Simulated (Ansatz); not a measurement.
Molecule: Si₂N₂H₈ (charge 0, singlet). SMILES: N[SiH2][SiH2]N
Geometry from a B3LYP-D3(BJ)/def2-TZVP (Ansatz, a first-principles code) optimisation:
```
Si
N 1 1.7332
H 2 1.0087 1 120.69
H 2 1.0090 3 110.94 1 144.78
H 1 1.4848 2 107.68 3 -55.61
H 1 1.4924 5 105.84 2 -124.19
Si 1 2.3536 5 112.54 6 -120.97
N 7 1.7332 1 104.67 5 -108.68
H 8 1.0087 7 120.69 1 -175.57
H 8 1.0090 9 110.94 7 144.78
H 7 1.4848 8 107.68 9 -55.61
H 7 1.4924 11 105.84 8 -124.19
```

Quantity: atomisation energy, in kcal/mol. Conventions: spin-orbit terms left out; atomisation electronic, to ground-state atoms; dispersion terms only where a functional's name holds one; valence correlation only; 6-31G* and kin with 6d, 5d where marked; open shells spin-unrestricted; LANL2DZ with its own core potentials from Na on; non-relativistic. CBS(X,Y): correlation extrapolated as X^-3; Hartree-Fock from the larger set. First-principles rows: single points at B3LYP-D3(BJ) geometries (Ansatz).

Coupled cluster (Ansatz) is a level with limits of its own, used here on species with T1 under 0.025 (0.045 for open shells) and stable references: CCSD(T)/CBS(aug-cc-pV(T+d)Z,aug-cc-pV(Q+d)Z).

Value to compare with, CCSD(T)/CBS(aug-cc-pV(T+d)Z,aug-cc-pV(Q+d)Z) (Ansatz): 921.9 kcal/mol.

```
level                            program  atomisation energy (kcal/mol)  difference
------------------------  --------------  -----------------------------  ----------
SVWN5/6-31G*                      Ansatz                         1014.1        92.2
PBE/LANL2DZ                       Ansatz                          876.9       -45.0
PBE/def2-SVP                      Ansatz                          907.4       -14.5
BLYP/6-31G*                       Ansatz                          885.1       -36.8
B3LYP/6-31G                       Ansatz                          833.8       -88.1
B3LYP/6-31G*                      Ansatz                          891.9       -30.0
B3LYP/6-31G**                     Ansatz                          903.6       -18.3
B3LYP/def2-SVP                    Ansatz                          902.3       -19.6
B3LYP/cc-pVDZ                     Ansatz                          881.6       -40.3
PBE0/6-31G*                       Ansatz                          886.2       -35.7
B2PLYP-D3(BJ)/def2-TZVPD  Ansatz + dftd3                          909.6       -12.3
```

Among the 10 habitual levels, SVWN5/6-31G* lies farthest from CCSD(T)/CBS(aug-cc-pV(T+d)Z,aug-cc-pV(Q+d)Z) (Ansatz) (92.2 kcal/mol) and PBE/def2-SVP nearest (-14.5); 1 of 10 lie above it, and their mean absolute difference is 42.0 kcal/mol, the median 36.2. One case shows no general order.

The levels are drawn from those run, B3LYP/6-31G* more often than the rest, none by its result; left out are runs that failed, that the program found above a lower state of the same kind, or whose <S^2> lies over 0.5 above the pure value.
